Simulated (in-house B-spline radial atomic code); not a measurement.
## RPA and G0W0 on SCAN: neutral calcium

Configuration [Ar] 4s2, mean-field start SCAN. Computed with an all-electron radial atomic-structure program (B-spline basis): all electrons, scalar-relativistic (spin-free one-electron X2C), finite nucleus, each spin shell either full or empty, empty states to l = 9 with an (l + 1/2)⁻⁴ tail; G0W0 by contour deformation at full frequency.

Command:
```bash
python run_gw.py task.json out
```
Settings (radii: box in bohr, nucleus in fm):
```
Z                        20
electrons                20
configuration            [Ar] 4s2
hamiltonian              x2c
method                   scan,scan
lmax                     9
rms_radius               3.4776
spin_polarised           False
box_radius               40
intervals                74
ion_configuration        [Ar] 4s1
```

Cost of the run: 5.2 s on 1 thread of Arm Neoverse N1, with other jobs on the host.

Energies (hartree):

| term | value |
| --- | --- |
| mean-field total | -680.51007 |
| Hartree-Fock functional on these orbitals | -679.62951 |
| direct second order | -1.4734 |
| second-order exchange | 0.49998 |
| SOSEX correction | 0.43596 |

(1) What is the RPA correlation energy, and what remains with SOSEX?

Quasi-particle levels (eV):

| level | occupied | mean field | Σx - vxc | Σc | QP weight | G0W0 |
| --- | --- | --- | --- | --- | --- | --- |
| 4s | yes | -3.841 | -1.40 | ? | ? | ? |

G0W0 = mean field + (Σx - vxc) + Σc, with Σc (partial-wave tail included) taken at the quasi-particle energy. Only the outer levels were computed. Levels of low weight are left out.

(2) Where does G0W0 put 4s?

## Answers

(1) RPA gives -1.2293 hartree (-1.67 eV per electron); RPA + SOSEX gives -0.79338, and the second-order doubles -0.97344 hartree (no singles). RPA lacks exchange-type terms and so overcorrelates at short range.

(2) At -6.245 eV, with Σc = -1.00 eV and a quasi-particle weight of 0.825. The tabulated removal energy is 6.113 eV (NIST, measured); the calculation leaves out spin-orbit coupling, Breit and QED terms, and what these don't explain is the method's own error.
